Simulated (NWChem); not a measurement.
System: MoHSO₂Cl; SMILES [O]=[Mo](=[O])([SH])[Cl]

Input file for NWChem:

```
start job
memory heap 200 mb stack 900 mb global 1100 mb
geometry units angstroms
  Mo     0.299398    -0.109330     0.097319
  O      1.241992    -0.802415    -1.039472
  O      0.570797    -0.297701     1.695417
  Cl    -0.035675     1.958055    -0.354944
  S     -1.713284    -1.236750    -0.180895
  H     -1.514503    -1.659033    -1.435931
end
basis spherical
  * library def2-svp
end
ecp
  Mo library def2-ecp
end
dft
  xc xpbe96 cpbe96
  disp vdw 4
  iterations 150
end
driver
  maxiter 120
end
task dft optimize
dft
  grid fine
  convergence energy 1d-8 density 1d-7
end
task dft freq numerical
```

Parts of the log:

```
             Northwest Computational Chemistry Package (NWChem) 7.3.0
             --------------------------------------------------------

 C1  symmetry detected

                             Geometry "geometry" -> ""
                             -------------------------

 Output coordinates in angstroms (scale by  1.889725989 to convert to a.u.)

  No.       Tag          Charge          X              Y              Z
 ---- ---------------- ---------- -------------- -------------- --------------
    1 Mo                  42.0000     0.34993671     0.06470188     0.00442303
    2 O                    8.0000     1.10419249    -0.08169267    -1.43460821
    3 O                    8.0000     1.14705464    -0.02652419     1.42545754
    4 Cl                  17.0000    -0.96193761     1.75877336     0.00240166
    5 S                   16.0000    -0.96023035    -1.85330167     0.06839462
    6 H                    1.0000    -0.99069398    -2.09806472    -1.24770385

 Effective nuclear repulsion energy (a.u.)     707.7690094848

                                Z-matrix (autoz)
                                --------

 Units are Angstrom for bonds and degrees for angles

      Type          Name      I     J     K     L     M      Value
      ----------- --------  ----- ----- ----- ----- ----- ----------
    1 Stretch                  1     2                       1.63130
    2 Stretch                  1     3                       1.63189
    3 Stretch                  1     4                       2.14264
    4 Stretch                  1     5                       2.32365
    5 Stretch                  5     6                       1.33901
    6 Bend                     1     5     6                97.85410
    7 Bend                     2     1     3               122.49953
    8 Bend                     2     1     4               110.68399
    9 Bend                     2     1     5               102.17571
   10 Bend                     3     1     4               110.12640
   11 Bend                     3     1     5               101.84697
   12 Bend                     4     1     5               107.90409
   13 Torsion                  2     1     5     6         -21.37187
   14 Torsion                  3     1     5     6        -148.73611
   15 Torsion                  4     1     5     6          95.33577

                           NWChem Geometry Optimization
                           ----------------------------

 maximum gradient threshold         (gmax) =   0.000450
 rms gradient threshold             (grms) =   0.000300
 maximum cartesian step threshold   (xmax) =   0.001800
 rms cartesian step threshold       (xrms) =   0.001200
 fixed trust radius                (trust) =   0.300000
 source of zmatrix                         =   autoz

          -------------------
          Energy Minimization
          -------------------

 Using diagonal initial Hessian
 Scaling for Hessian diagonals: bonds = 1.00  angles = 0.25  torsions = 0.10

          --------
          Step   0

                                 NWChem DFT Module
                                 -----------------

 Summary of "ao basis" -> "ao basis" (spherical)
 ------------------------------------------------------------------------------
       Tag                 Description            Shells   Functions and Types
 ---------------- ------------------------------  ------  ---------------------
 Mo                         def2-svp                11       31   5s3p2d1f
 O                          def2-svp                 6       14   3s2p1d
 Cl                         def2-svp                 8       18   4s3p1d
 S                          def2-svp                 8       18   4s3p1d
 H                          def2-svp                 3        5   2s1p

            General Information
            -------------------
          SCF calculation type: DFT
          Wavefunction type:  closed shell.
          No. of atoms     :     6
          No. of electrons :    64
           Alpha electrons :    32
            Beta electrons :    32
          Charge           :     0
          Spin multiplicity:     1
          Use of symmetry is: off; symmetry adaption is: off
          Maximum number of iterations: 150
          AO basis - number of functions:   100
                     number of shells:    42
          Convergence on energy requested:  1.00D-06
          Convergence on density requested:  1.00D-05
          Convergence on gradient requested:  5.00D-04

              XC Information
              --------------
          PerdewBurkeErnzerhof Exchange Functional  1.000
            Perdew 1991 LDA Correlation Functional  1.000 local
           PerdewBurkeErnz. Correlation Functional  1.000 non-local

             Grid Information
             ----------------
          Grid used for XC integration:  medium
          Radial quadrature: Mura-Knowles
          Angular quadrature: Lebedev.
          Tag              B.-S. Rad. Rad. Pts. Rad. Cut. Ang. Pts.
          ---              ---------- --------- --------- ---------
          Mo                  1.45      123          10.0       590
          O                   0.60       49          11.0       434
          Cl                  1.00       88          11.0       590
          S                   1.00       88          10.0       590
          H                   0.35       45          11.0       434
          Grid pruning is: on
          Number of quadrature shells:   442
          Spatial weights used:  Erf1

           DFT-D3BJ Model
          s6 scale factor  :        1.000000000000
          s8 scale factor  :        0.787500000000
          a1 parameter     :        0.428900000000
          a2 parameter     :        4.440700000000
              vdW contrib  :       -0.007915162704

      Superposition of Atomic Density Guess
      -------------------------------------

 Sum of atomic energies:       -1083.84441234

      Non-variational initial energy
      ------------------------------

 Total energy =   -1074.534508
 1-e energy   =   -2177.773024
 2-e energy   =     765.579823
 HOMO         =      -0.341189
 LUMO         =      -0.062276

   convergence    iter        energy       DeltaE   RMS-Dens  Diis-err
 ---------------- ----- ----------------- --------- --------- ---------
 d= 0,ls=0.0,diis     1  -1076.3999761941 -1.41D+03  5.96D-02  4.59D+00
 d= 0,ls=0.0,diis     2  -1066.2129998584  1.02D+01  5.22D-02  6.63D+01
 d= 0,ls=0.0,diis     3  -1076.6251559542 -1.04D+01  1.94D-02  2.30D+00
 d= 0,ls=0.0,diis     4  -1076.7971621238 -1.72D-01  9.81D-03  1.03D+00
 d= 0,ls=0.0,diis     5  -1076.9328546495 -1.36D-01  3.81D-03  2.69D-01
  Resetting Diis
 d= 0,ls=0.0,diis     6  -1076.9494008361 -1.65D-02  1.91D-03  1.08D-01
 d= 0,ls=0.0,diis     7  -1076.9598631455 -1.05D-02  2.27D-03  5.22D-03
 d= 0,ls=0.0,diis     8  -1076.9547149259  5.15D-03  1.61D-03  4.39D-02
 d= 0,ls=0.0,diis     9  -1076.9599917725 -5.28D-03  4.81D-04  6.79D-03
 d= 0,ls=0.0,diis    10  -1076.9606919770 -7.00D-04  1.18D-04  1.68D-04
 d= 0,ls=0.0,diis    11  -1076.9607141799 -2.22D-05  3.45D-05  1.61D-05
 d= 0,ls=0.0,diis    12  -1076.9607157558 -1.58D-06  1.36D-05  4.77D-06
 d= 0,ls=0.0,diis    13  -1076.9607161019 -3.46D-07  8.85D-06  1.12D-06

         Total DFT energy =    -1076.960716101937
      One electron energy =    -2180.861369772017
           Coulomb energy =      845.112944594731
    Exchange-Corr. energy =      -78.863069085553
 Nuclear repulsion energy =      337.658693323607

    Dispersion correction =       -0.007915162704

 Numeric. integr. density =       64.000009354033

                       DFT Final Molecular Orbital Analysis
                       ------------------------------------

 Vector   30  Occ=2.000000D+00  E=-3.075279D-01
              MO Center= -1.6D-01, -8.0D-01,  2.5D-01, r^2= 4.4D+00
   Bfn.  Coefficient  Atom+Function         Bfn.  Coefficient  Atom+Function
  ----- ------------  ---------------      ----- ------------  ---------------
    89     -0.257399  5 S  py                50      0.243122  3 O  py
    88     -0.241907  5 S  px                51      0.221469  3 O  pz
     2      0.209456  1 Mo s                 86     -0.209492  5 S  py
    37     -0.201563  2 O  pz                85     -0.195611  5 S  px
     4     -0.185798  1 Mo s                  7     -0.172829  1 Mo py

[...]

      ----------------------
      Optimization converged
      ----------------------

  Step       Energy      Delta E   Gmax     Grms     Xrms     Xmax
  ---- ---------------- -------- -------- -------- -------- --------
@    7   -1076.98764830  1.4D-08  0.00009  0.00003  0.00032  0.00067
                                     ok       ok       ok       ok

                                Z-matrix (autoz)
                                --------

 Units are Angstrom for bonds and degrees for angles

      Type          Name      I     J     K     L     M      Value     Gradient
      ----------- --------  ----- ----- ----- ----- ----- ---------- ----------
    1 Stretch                  1     2                       1.69248   -0.00001
    2 Stretch                  1     3                       1.69092   -0.00009
    3 Stretch                  1     4                       2.27890   -0.00001
    4 Stretch                  1     5                       2.33825    0.00003
    5 Stretch                  5     6                       1.36689    0.00003
    6 Bend                     1     5     6                92.82712   -0.00000
    7 Bend                     2     1     3               109.41822   -0.00001
    8 Bend                     2     1     4               109.89294    0.00002
    9 Bend                     2     1     5               108.64118   -0.00002
   10 Bend                     3     1     4               110.75119    0.00000
   11 Bend                     3     1     5               106.09667    0.00001
   12 Bend                     4     1     5               111.93743    0.00000
   13 Torsion                  2     1     5     6         -35.77300   -0.00001
   14 Torsion                  3     1     5     6        -153.32356    0.00001
   15 Torsion                  4     1     5     6          85.76063    0.00000

                         Geometry "geometry" -> "geometry"
                         ---------------------------------

 Output coordinates in angstroms (scale by  1.889725989 to convert to a.u.)

  No.       Tag          Charge          X              Y              Z
 ---- ---------------- ---------- -------------- -------------- --------------
    1 Mo                  42.0000     0.28258620    -0.00584393     0.00792070
    2 O                    8.0000     1.26276766    -0.04341415    -1.37132783
    3 O                    8.0000     1.25680603    -0.00162769     1.38998490
    4 Cl                  17.0000    -1.05597254     1.83783829    -0.04203432
    5 S                   16.0000    -0.95945490    -1.98496989     0.09629493
    6 H                    1.0000    -1.09841055    -2.03809063    -1.26247360

 Effective nuclear repulsion energy (a.u.)     682.1826667201

                Final and change from initial internal coordinates
                --------------------------------------------------

                                Z-matrix (autoz)
                                --------

 Units are Angstrom for bonds and degrees for angles

      Type          Name      I     J     K     L     M      Value       Change
      ----------- --------  ----- ----- ----- ----- ----- ---------- ----------
    1 Stretch                  1     2                       1.69248    0.06118
    2 Stretch                  1     3                       1.69092    0.05904
    3 Stretch                  1     4                       2.27890    0.13627
    4 Stretch                  1     5                       2.33825    0.01460
    5 Stretch                  5     6                       1.36689    0.02788
    6 Bend                     1     5     6                92.82712   -5.02698
    7 Bend                     2     1     3               109.41822  -13.08130
    8 Bend                     2     1     4               109.89294   -0.79105
    9 Bend                     2     1     5               108.64118    6.46547
   10 Bend                     3     1     4               110.75119    0.62479
   11 Bend                     3     1     5               106.09667    4.24970
   12 Bend                     4     1     5               111.93743    4.03333
   13 Torsion                  2     1     5     6         -35.77300  -14.40113
   14 Torsion                  3     1     5     6        -153.32356   -4.58745
   15 Torsion                  4     1     5     6          85.76063   -9.57514

[...]

 Rotational Constants
 --------------------
 A=   0.088382 cm-1  (  0.127159 K)
 B=   0.054119 cm-1  (  0.077863 K)
 C=   0.044757 cm-1  (  0.064394 K)

 Temperature                      =   298.15K
 frequency scaling parameter      =   1.0000

 Zero-Point correction to Energy  =   10.423 kcal/mol  (  0.016610 au)
 Thermal correction to Energy     =   14.786 kcal/mol  (  0.023563 au)
 Thermal correction to Enthalpy   =   15.378 kcal/mol  (  0.024506 au)

 Total Entropy                    =   85.457 cal/mol-K
   - Translational                =   41.733 cal/mol-K (mol. weight = 197.8441)
   - Rotational                   =   28.400 cal/mol-K (symmetry #  =        1)
   - Vibrational                  =   15.325 cal/mol-K

 Cv (constant volume heat capacity) =   21.474 cal/mol-K
   - Translational                  =    2.979 cal/mol-K
   - Rotational                     =    2.979 cal/mol-K
   - Vibrational                    =   15.515 cal/mol-K

[normal modes left out]

 ----------------------------------------------------------------------------
 Normal Eigenvalue ||           Projected Infra Red Intensities
  Mode   [cm**-1]  || [atomic units] [(debye/angs)**2] [(KM/mol)] [arbitrary]
 ------ ---------- || -------------- ----------------- ---------- -----------
    1        0.000 ||    0.000173           0.004         0.168       0.088
    2        0.000 ||    0.000276           0.006         0.269       0.141
    3        0.000 ||    0.000288           0.007         0.281       0.147
    4        0.000 ||    0.000091           0.002         0.089       0.046
    5        0.000 ||    0.000368           0.008         0.359       0.188
    6        0.000 ||    0.000431           0.010         0.420       0.220
    7      115.821 ||    0.000139           0.003         0.135       0.071
    8      160.567 ||    0.002310           0.053         2.252       1.179
    9      176.652 ||    0.004270           0.099         4.163       2.179
   10      218.906 ||    0.003853           0.089         3.757       1.966
   11      288.864 ||    0.017982           0.415        17.530       9.177
   12      312.776 ||    0.000883           0.020         0.861       0.451
   13      404.353 ||    0.011614           0.268        11.322       5.927
   14      425.999 ||    0.070027           1.616        68.266      35.736
   15      598.356 ||    0.017719           0.409        17.274       9.042
   16      990.007 ||    0.129484           2.987       126.227      66.078
   17     1007.439 ||    0.084050           1.939        81.936      42.892
   18     2594.508 ||    0.008765           0.202         8.544       4.473
 ----------------------------------------------------------------------------
```

Level: PBE-D3(BJ)/def2-SVP with def2 effective core potentials on Mo. def2 effective core potentials on Mo; no spin-orbit coupling.
